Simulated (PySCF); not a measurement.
## Polarisability and C₆ of Cu²⁺ (copper, charge +2)

[Ar] 3d9, 2D determinant. Calculation: PySCF 2.14, in x2c-TZVPPall with one added diffuse shell each of s, p, d, f type (7s6p5d3f1g, 80 functions); scalar relativity by spin-free X2C-1e. Coupled (time-dependent) response in atomic units; α is the mean over directions.

| method | mean α (bohr³) | α xx, yy, zz | C₆ (like pair) | S(−4) |
| --- | --- | --- | --- | --- |
| revPBE | 3.293 | 3.157, 3.157, 3.565 | 9.104 | 5.679 |
| PBEsol | 3.301 | 3.164, 3.164, 3.575 | 9.139 | 5.625 |

S(−4) is the Cauchy moment in α(ω) = α(0) + S(−4) ω² + …

α(iu) at revPBE:

```csv
u (hartree),α(iu) (bohr³)
0,3.293
0.0500,3.279
0.100,3.238
0.200,3.091
0.300,2.891
0.500,2.467
0.750,2.027
1.00,1.696
1.50,1.245
2.00,0.9608
3.00,0.6329
5.00,0.3405
```

A single London oscillator, α(iu) = α/(1 + u²/ω²), gives C₆ = (3/4) ω α². Matching the computed C₆ needs ω = 4 × 9.104 / (3 × 3.293²) = 1.12 hartree.

For an ion, C₆ is the dispersion term alone; charge-induced terms of lower order in 1/R come first.

The components differ because the open shell of this determinant is not spherical; for a pure term their mean is the scalar polarisability.
